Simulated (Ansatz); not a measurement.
`FC(F)C(F)C(F)(F)F` + H₂O → `OC(F)F` + `FCC(F)(F)F`  (formal hydrolysis of a C–C bond)

Program: Ansatz. Geometries: PBE0-D4/def2-TZVP. ΔE: electronic, gas phase. CBS: MP2 limit from def2 TZ/QZ plus the TZ coupled-cluster correction, frozen cores. This one scheme is used for every species. Functionals use def2-TZVPP. HSE06 is defined as in plane-wave codes. One conformer a species, not always the lowest.

(1) Is it downhill or uphill in electronic energy at CCSD(T)/CBS, and by how much? (Estimate.)

(2) What do these levels give: LDA (SPW92), HSE06-D4, CAM-B3LYP-D4, PBE0, MP2/def2-SVP, CCSD/def2-TZVPP? (An estimate is asked.)

Largest T1 diagnostic among the species: 0.012.

Answers

(1) Ansatz gave: Downhill: ΔE = -19.7 kJ/mol.

(2) Ansatz gave: LDA (SPW92) -28.6, HSE06-D4 -29.2, CAM-B3LYP-D4 -30.9, PBE0 -33.2, MP2/def2-SVP -39.3, CCSD/def2-TZVPP -26.1 kJ/mol.

Leaving LDA and LC-ωPBE aside and taking each functional with its dispersion term where it has one, the values, not all of them listed here, spread over 6.3 kJ/mol, from B2PLYP to revPBE-D4. LDA lies +4.7 kJ/mol from PBE without D4. The D4 term adds +7.4 kJ/mol with B3LYP and +4.3 kJ/mol with PBE0; it sums over pairs of atoms, weighted by their polarisabilities, and B3LYP, whose exchange is more repulsive, gets the larger term.

B3LYP here is the variant with VWN-RPA as its local correlation; programs differ in this.
